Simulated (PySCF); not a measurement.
**Relaxation of doublet SnF3**

These are results of UPBE0 in PySCF with Sn def2-TZVP with ECP28, F def2-TZVP; scalar-relativistic core potentials, no spin–orbit coupling; density-fitted integrals, not measurements. A (50,194) grid was used.

A start displaced from a saddle point along its imaginary mode, of C3v symmetry, held to at least that symmetry:

```xyz
4
charge 0 multiplicity 2, angstrom
Sn    0.0000    0.0000    0.0570
F     1.9492    0.0000   -0.1200
F    -0.9746    1.6880   -0.1200
F    -0.9746   -1.6880   -0.1200
```

At each step, columns x, y, z (Å) and Fx, Fy, Fz (eV/Å):

```
step 0  E − E(last) = 58.66 kJ/mol
Sn   0.000   0.000   0.057   0.011   0.000   1.007
F    1.949   0.000  -0.120  -0.355   0.000  -0.320
F   -0.975   1.688  -0.120   0.172  -0.320  -0.344
F   -0.975  -1.688  -0.120   0.172   0.320  -0.344
step 1  E − E(last) = 29.75 kJ/mol
Sn   0.000   0.000   0.269   0.027   0.000   0.254
F    1.917   0.000  -0.191  -1.069   0.000  -0.109
F   -0.959   1.660  -0.191   0.521  -0.918  -0.073
F   -0.959  -1.660  -0.191   0.521   0.918  -0.073
step 2  E − E(last) = 19.25 kJ/mol
Sn   0.000   0.000   0.532  -0.028   0.000  -2.125
F    1.813   0.000  -0.278  -1.364   0.000   0.737
F   -0.907   1.571  -0.278   0.696  -1.207   0.694
F   -0.907  -1.571  -0.278   0.696   1.207   0.694
step 3  E − E(last) = 0.73 kJ/mol
Sn   0.000   0.000   0.452  -0.033   0.000   0.263
F    1.775   0.000  -0.252  -0.011   0.000  -0.058
F   -0.887   1.537  -0.252   0.022  -0.029  -0.102
F   -0.887  -1.537  -0.252   0.022   0.029  -0.102
step 4  E − E(last) = 0.01 kJ/mol
Sn   0.000   0.000   0.484  -0.033   0.000   0.046
F    1.756   0.000  -0.262   0.026   0.000   0.022
F   -0.878   1.521  -0.262   0.003   0.003  -0.034
F   -0.878  -1.521  -0.262   0.003  -0.003  -0.034
step 5  E − E(last) = 0.00 kJ/mol
Sn   0.000   0.000   0.488  -0.032   0.000  -0.009
F    1.754   0.000  -0.264   0.012   0.000   0.040
F   -0.877   1.519  -0.264   0.010  -0.009  -0.016
F   -0.877  -1.519  -0.264   0.010   0.009  -0.016
step 6  E − E(last) = 0.00 kJ/mol
Sn   0.000   0.000   0.488  -0.032   0.000   0.001
F    1.754   0.000  -0.264   0.017   0.000   0.037
F   -0.877   1.519  -0.264   0.007  -0.005  -0.019
F   -0.877  -1.519  -0.264   0.007   0.005  -0.019
```

It ends at C3v with Sn–F 1.908 Å (×3); F–Sn–F 105.8° (×3) (after a last refinement on a finer grid). A frequency run shows a minimum. Other isomers or separated fragments may lie lower.

Spin–orbit coupling, left out here, can matter for elements this heavy.
